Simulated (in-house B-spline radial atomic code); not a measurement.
Settings and results of a run for the cobalt ion Co²⁺ (an excited or competing configuration). Method: Dirac-Hartree-Fock, average of the jj configuration, Fermi nucleus of rms radius 3.7875 fm. Calculated with a B-spline radial code for spherical atoms.

In the input, a minus or plus after the letter marks the j = l - 1/2 or j = l + 1/2 subshell.

Command:
```bash
python run_scf.py task.json out
```
Settings (nuclear radius in fm, mass in u):
```
Z                27
configuration    1s2 2s2 2p6 3s2 3p-2 3p+3 3d-2 3d+5 5s1
hamiltonian      dirac
method           hf
spin_polarised   False
nucleus          fermi
rms_radius       3.7875
atomic_mass      58.93319
speed_of_light   137.035999084
```

Output (hartree, bohr):
```
 radial grid: 80 intervals, B-splines of order 8, outer radius 53.7037 bohr

 iter        energy (Eh)    residual
    1      -1372.4855586    5.15e-01
    2      -1381.9612412    5.37e-01
    3      -1387.5462839    1.36e-01
    4      -1388.0043789    2.80e-02
    5      -1388.0204633    1.89e-02
    6      -1388.0285445    1.68e-03
    7      -1388.0285915    2.17e-04
    8      -1388.0285925    4.44e-05
    9      -1388.0285926    4.33e-06
   10      -1388.0285926    2.91e-07
   11      -1388.0285926    2.52e-08

 total energy                    -1388.028593
 kinetic                           1409.79745
 electron-nucleus                 -3301.94735
 electron-electron                  504.12131

 first-order corrections (not in the total)
   Gaunt                            0.58058
   retardation                     -0.05147
   frequency dependence            -0.00148
   self-energy                      0.38848
   Uehling                         -0.03357
   Wichmann-Kroll                   0.00022
   recoil                           0.00990

 orbital      occ     eigenvalue          <r>       <r^2>       <1/r>     <1/r^3>       <r^4>       r_max    small
 1s1/2      2.000     -287.34850    0.0561502  0.00424078     27.0403           -  4.6377e-05     0.03679  9.46e-03
 2s1/2      2.000      -36.80428     0.253753   0.0760409     5.87442           -   0.0100886      0.2124  1.78e-03
 2p1/2      2.000      -31.94282       0.2221   0.0606088     5.79616           -  0.00746436      0.1702  1.74e-03
 2p3/2      4.000      -31.39280     0.225739   0.0625514     5.67651     533.585  0.00797313      0.1729  1.71e-03
 3s1/2      2.000       -5.78890     0.767297    0.677513     1.83813           -    0.734987      0.6666  3.82e-04
 3p1/2      2.000       -4.24896     0.799695    0.749741     1.71177           -    0.962053      0.6728  3.41e-04
 3p3/2      3.000       -4.28523     0.806405    0.762456     1.69722      67.728    0.993955      0.6798  3.40e-04
 3d3/2      2.000       -1.84901     0.923164      1.0655     1.39563     6.75982     2.49077      0.6589  2.42e-04
 3d5/2      5.000       -1.81433     0.931623     1.08693     1.38537     6.61116     2.60438      0.6617  2.40e-04
 5s1/2      1.000       -0.44378      5.13876     29.5773    0.257173           -     1217.95       4.974  1.73e-05
```

Run time, properties included: 1.9 s on 1 thread of Intel(R) Xeon(R) 6975P-C, with other jobs on the host.

For the Dirac Hamiltonian the kinetic term is c α·p + (β - 1)c².
